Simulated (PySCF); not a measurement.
dimethyl selenide (C₂H₆Se), singlet, at a GFN2-xTB geometry; SVWN5/def2-SVP (PySCF).

PySCF was given this input:
```python
from pyscf import gto, scf, dft

mol = gto.Mole()
mol.atom = '''
    C     1.427456   -0.352530    0.804101
    Se    0.018572    0.177668   -0.439477
    C    -1.491744   -0.262468    0.717145
    H     1.320476   -1.409446    1.036687
    H     2.381536   -0.173149    0.317011
    H     1.351604    0.247522    1.707869
    H    -1.464083   -1.323538    0.953742
    H    -2.402307   -0.025560    0.174512
    H    -1.432956    0.333430    1.624923
'''
mol.basis = 'def2-svp'
mol.charge = 0
mol.spin = 0
mol.verbose = 4
mol.build()

mf = dft.RKS(mol)
mf.xc = 'lda,vwn'
mf.kernel()
mf.analyze()
```

It wrote (shortened):

```
PySCF version 2.14.0

[INPUT] verbose = 4
[INPUT] num. atoms = 9
[INPUT] num. electrons = 52
[INPUT] charge = 0
[INPUT] spin (= nelec alpha-beta = 2S) = 0
[INPUT] symmetry False subgroup None
[INPUT] Mole.unit = angstrom
[INPUT] Symbol           X                Y                Z      unit          X                Y                Z       unit  Magmom
[...]
nuclear repulsion = 186.34325845434
number of shells = 42
number of NR pGTOs = 164
number of NR cGTOs = 90
basis = def2-svp
ecp = {}

******** <class 'pyscf.dft.rks.RKS'> ********
method = RKS
initial guess = minao
damping factor = 0
level_shift factor = 0
DIIS = <class 'pyscf.scf.diis.CDIIS'>
diis_start_cycle = 1
diis_space = 8
diis_damp = 0
SCF conv_tol = 1e-09
SCF conv_tol_grad = None
SCF max_cycles = 50
direct_scf = True
direct_scf_tol = 1e-13
XC library pyscf.dft.libxc version 7.1.2
    S. Lehtola, C. Steigemann, M. J. T. Oliveira, and M. A. L. Marques,  SoftwareX 7, 1–5 (2018)
XC functionals = lda,vwn
    P. A. M. Dirac,  Math. Proc. Cambridge Philos. Soc. 26, 376 (1930)
    F. Bloch,  Z. Phys. 57, 545 (1929)
    S. H. Vosko, L. Wilk, and M. Nusair,  Can. J. Phys. 58, 1200 (1980)
radial grids:
    Treutler-Ahlrichs [JCP 102, 346 (1995); DOI:10.1063/1.469408] (M4) radial grids

becke partition: Becke, JCP 88, 2547 (1988); DOI:10.1063/1.454033
pruning grids: <function nwchem_prune>
grids dens level: 3
symmetrized grids: False
atomic radii adjust function: <function treutler_atomic_radii_adjust>
small_rho_cutoff = 0
Set gradient conv threshold to 3.16228e-05
Initial guess from minao.
tot grids = 107512
init E= -2475.87546120569
[...]
cycle= 1 E= -2476.77958293718  delta_E= -0.904  |g|= 0.452  |ddm|= 2.95
[...]
cycle= 2 E= -2476.71099511989  delta_E= 0.0686  |g|= 0.67  |ddm|= 1.01
[...]
cycle= 3 E= -2476.82587090561  delta_E= -0.115  |g|= 0.103  |ddm|= 0.666
[...]
cycle= 4 E= -2476.82933975428  delta_E= -0.00347  |g|= 0.0229  |ddm|= 0.196
[...]
cycle= 5 E= -2476.829475482  delta_E= -0.000136  |g|= 0.00571  |ddm|= 0.0391
[...]
cycle= 6 E= -2476.82947960221  delta_E= -4.12e-06  |g|= 0.000789  |ddm|= 0.00588
[...]
cycle= 7 E= -2476.82947976618  delta_E= -1.64e-07  |g|= 0.00011  |ddm|= 0.0012
[...]
cycle= 8 E= -2476.82947976979  delta_E= -3.61e-09  |g|= 2.87e-05  |ddm|= 0.000186
[...]
cycle= 9 E= -2476.82947977004  delta_E= -2.47e-10  |g|= 4e-06  |ddm|= 3.41e-05
[...]
Extra cycle  E= -2476.82947977002  delta_E= 2.18e-11  |g|= 4.45e-06  |ddm|= 1.01e-05
converged SCF energy = -2476.82947977002
**** SCF Summaries ****
Total Energy =                       -2476.829479770017770
Nuclear Repulsion Energy =             186.343258454340059
One-electron Energy =                -3820.408766967681004
Two-electron Energy =                 1157.236028743323232
Two-electron Coulomb Energy =         1253.218407936851463
DFT Exchange-Correlation Energy =      -95.982379193528217
HOMO-LUMO gap [eV] =                     4.473624605320319
**** MO energy ****
[...]
 ** Mulliken pop on meta-lowdin orthogonal AOs  **
 ** Mulliken pop  **
 ** Mulliken atomic charges  **
charge of    0C =     -0.41138
charge of    1Se =      0.05751
charge of    2C =     -0.41139
charge of    3H =      0.12364
charge of    4H =      0.13535
charge of    5H =      0.12364
charge of    6H =      0.12364
charge of    7H =      0.13536
charge of    8H =      0.12364
Dipole moment(X, Y, Z, Debye): -0.05702, -0.54517,  1.34858
```
